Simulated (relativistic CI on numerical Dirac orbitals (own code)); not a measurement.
d1 to d9 in one octahedral field

Computed with a parametric ligand-field model without spin-orbit coupling, by exact diagonalisation: B = 600, C = 2330, 10Dq = 15200 cm⁻¹ (Oh; |10Dq|/B = 25.3) for every shell. Energies in cm⁻¹; the field energy is (0.6 n_e − 0.4 n_t2) × 10Dq of the ground term; g labels are left out.

| Shell | Ground term | Electrons in e | Field energy | First spin-allowed bands | Lowest term of other spin |
| --- | --- | --- | --- | --- | --- |
| d1 | 2T2 | 0.000 | -6080 | 2E 15200 |  |
| d2 | 3T1 | 0.028 | -11734 | 3T2 14011, 3T1 21822 | 1T2 8581 |
| d3 | 4A2 | 0.000 | -18240 | 4T2 15200, 4T1 21220 | 2E 11407 |
| d4 | 3T1 | 0.040 | -23718 | 3E 13226, 3T1 13811 | 5E 891 |
| d5 | 6A1 | 2.000 | 0 | none | 2T2 52 |
| d6 | 1A1 | 0.049 | -35735 | 1T1 13781, 1T2 21197 | 3T1 8690 |
| d7 | 2E | 1.038 | -26788 | 2T1 13645, 2T2 14104 | 4T1 3753 |
| d8 | 3A2 | 2.000 | -18240 | 3T2 15200, 3T1 21220 | 1E 9321 |
| d9 | 2E | 3.000 | -9120 | 2T2 15200 |  |

Low spin: d4, d6, d7; the other shells keep the spin of the free ion. Only d4 to d7 can choose; the field needed to pair spins is smallest for d6 and largest for d5, which loses most exchange energy. In the strong-field picture 10Dq must exceed about 6B + 5C = 15250 (d4), 7.5B + 5C = 16150 (d5), 2.5B + 4C = 10820 (d6) and 4B + 4C = 11720 (d7); mixing of terms shifts these bounds somewhat.
